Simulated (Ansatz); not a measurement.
The same molecule with X = O, S, Se. Ansatz, PBE0-D4/def2-TZVP geometries, multiplicity 1. Each molecule was computed in one conformer, which needn't be the lowest.

Scalar relativity is left out up to krypton.

| X | molecule | mean X–C bond length / Å | mean X–Si bond length / Å | LUMO energy (PBE0/def2-TZVPP) / eV | HOMO energy (PBE0/def2-TZVPP) / eV | LUMO energy (ωB97M-V/def2-TZVPP) / eV |
| --- | --- | --- | --- | --- | --- | --- |
| O | `C=CO[Si](F)(F)F` | 1.364 | 1.609 | -0.03 | -7.72 | 2.10 |
| S | `C=CS[Si](F)(F)F` | 1.785 | 2.085 | -1.03 | -7.99 | 1.12 |

Question: Give the row for X = Se, `C=C[Se][Si](F)(F)F`. (An estimate is asked.)

Answer: The calculation gave: 
| X | molecule | mean X–C bond length / Å | mean X–Si bond length / Å | LUMO energy (PBE0/def2-TZVPP) / eV | HOMO energy (PBE0/def2-TZVPP) / eV | LUMO energy (ωB97M-V/def2-TZVPP) / eV |
| --- | --- | --- | --- | --- | --- | --- |
| Se | `C=C[Se][Si](F)(F)F` | 1.929 | 2.226 | -0.97 | -7.55 | 1.15 |

From O to Se the mean X–C bond length rises at each step, by 0.565 Å in all; the mean X–Si bond length rises at each step, by 0.617 Å in all; the LUMO energy (PBE0/def2-TZVPP) isn't monotonic: highest at O, lowest at S; the HOMO energy (PBE0/def2-TZVPP) isn't monotonic: highest at Se, lowest at S; the LUMO energy (ωB97M-V/def2-TZVPP) isn't monotonic: highest at O, lowest at S. Bonds lengthen as the atom grows down the group.

Spin–orbit coupling is left out; it splits and shifts lone-pair levels of the heavy atoms by tenths of an eV.
